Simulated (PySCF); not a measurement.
**Neon: a sound run and one with changed settings**

Sound run: Ne⁺ [He] 2s2 2p5, Ne²⁺ [He] 2s2 2p4. Calculation: PySCF 2.14, in 6-31G* (3s2p1d, 14 functions); the non-relativistic Hamiltonian (point nucleus). In the sound run the correlated levels freeze 1s2. The sound run starts from symmetry-adapted Hartree-Fock orbitals and uses a fine grid where one is needed.

Changed run: a valence shell is frozen. This setting is unsound on purpose.

```json
{"species": "Ne⁺", "method": "MP2", "sound run (hartree)": "-127.84687", "changed run (hartree)": "-127.81103", "converged": "yes"}
{"species": "Ne⁺", "method": "CCSD(T)", "sound run (hartree)": "-127.85634", "changed run (hartree)": "-127.81673", "converged": "yes"}
{"species": "Ne²⁺", "method": "MP2", "sound run (hartree)": "-126.35644", "changed run (hartree)": "-126.32451", "converged": "yes"}
{"species": "Ne²⁺", "method": "CCSD(T)", "sound run (hartree)": "-126.36661", "changed run (hartree)": "-126.32796", "converged": "yes"}
```

Ionisation energy of Ne⁺:

```json
{"method": "UHF", "sound run (eV)": "39.478", "changed run (eV)": "39.478"}
{"method": "MP2", "sound run (eV)": "40.557", "changed run (eV)": "40.450"}
{"method": "SCS-MP2", "sound run (eV)": "40.509", "changed run (eV)": "40.443"}
{"method": "CCSD", "sound run (eV)": "40.520", "changed run (eV)": "40.496"}
{"method": "CCSD(T)", "sound run (eV)": "40.538", "changed run (eV)": "40.512"}
```

Freezing a valence shell removes pair correlation that changes on ionisation.

For comparison, NIST gives 40.963 eV between the lowest levels.
